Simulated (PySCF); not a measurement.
C3H9BFN, SMILES B(C)(F)NCC.

Geometry: ωB97X-D3(BJ)/def2-SVP. The structure was generated by enumeration, and PubChem lists no compound with its InChIKey, so it may never have been made. One conformer was computed; it need not be the lowest.

The numbers are results of TDA-B3LYP/def2-SVPD run with PySCF 2.14.0, not measurements.

Vertical excitations. Isolated molecule, no solvent.

```json
[
 {"state": "S1", "energy (eV)": "6.57", "λ (nm)": "189", "f": "0.022", "main pairs": "HOMO→LUMO 97 %"},
 {"state": "S2", "energy (eV)": "7.36", "λ (nm)": "168", "f": "0.005", "main pairs": "HOMO→LUMO+2 77 %, HOMO→LUMO+3 17 %"},
 {"state": "S3", "energy (eV)": "7.46", "λ (nm)": "166", "f": "0.084", "main pairs": "HOMO→LUMO+1 92 %"},
 {"state": "S4", "energy (eV)": "7.78", "λ (nm)": "159", "f": "0.029", "main pairs": "HOMO→LUMO+4 58 %, HOMO→LUMO+3 32 %"},
 {"state": "S5", "energy (eV)": "8.09", "λ (nm)": "153", "f": "0.227", "main pairs": "HOMO→LUMO+3 39 %, HOMO→LUMO+4 37 %, HOMO→LUMO+2 8 %"},
 {"state": "S6", "energy (eV)": "8.33", "λ (nm)": "149", "f": "0.071", "main pairs": "HOMO−1→LUMO 95 %"},
 {"state": "S7", "energy (eV)": "8.53", "λ (nm)": "145", "f": "0.013", "main pairs": "HOMO→LUMO+5 89 %"},
 {"state": "S8", "energy (eV)": "8.70", "λ (nm)": "142", "f": "0.012", "main pairs": "HOMO−1→LUMO+1 34 %, HOMO−1→LUMO+3 31 %, HOMO−1→LUMO+2 24 %, HOMO−1→LUMO+4 8 %"},
 {"state": "S9", "energy (eV)": "8.86", "λ (nm)": "140", "f": "0.021", "main pairs": "HOMO→LUMO+6 92 %"},
 {"state": "S10", "energy (eV)": "8.92", "λ (nm)": "139", "f": "0.019", "main pairs": "HOMO−2→LUMO 82 %"},
 {"state": "T1", "energy (eV)": "6.33", "λ (nm)": "196", "f": "0", "main pairs": "HOMO→LUMO+3 38 %, HOMO→LUMO 19 %, HOMO→LUMO+1 17 %, HOMO→LUMO+2 15 %"},
 {"state": "T2", "energy (eV)": "6.43", "λ (nm)": "193", "f": "0", "main pairs": "HOMO→LUMO 74 %, HOMO→LUMO+2 15 %"},
 {"state": "T3", "energy (eV)": "7.25", "λ (nm)": "171", "f": "0", "main pairs": "HOMO→LUMO+2 58 %, HOMO→LUMO+3 31 %"},
 {"state": "T4", "energy (eV)": "7.37", "λ (nm)": "168", "f": "0", "main pairs": "HOMO→LUMO+1 76 %, HOMO→LUMO+3 16 %"}
]
```
Triplets are in the Tamm–Dancoff approximation.
